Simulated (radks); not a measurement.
Task: All-electron atom: Ho59+ in [He] 2s2 2p4 (the NIST ground configuration). All-electron calculation, Dirac Kohn-Sham, PBE, spin-unpolarised, spherical densities, point nucleus; open shells are shared between the two j in proportion to 2j + 1. Program: a radial shooting solver on a logarithmic mesh with Libxc functionals. Some entries of the table are withheld. Estimate them.

orbital,occ.,eigenvalue (hartree),r(max) (bohr),<r> (bohr)
1s1/2,2,-2240.077,0.01310,0.02070
2s1/2,2,-522.2818,0.07358,0.08511
2p1/2,1.33333,-510.7288,(1),(2)
2p3/2,2.66667,-476.9578,(3),(4)

Result: 
(1) 2p1/2 r(max) (bohr): 0.05509
(2) 2p1/2 <r> (bohr): 0.07056
(3) 2p3/2 r(max) (bohr): 0.06095
(4) 2p3/2 <r> (bohr): 0.07725
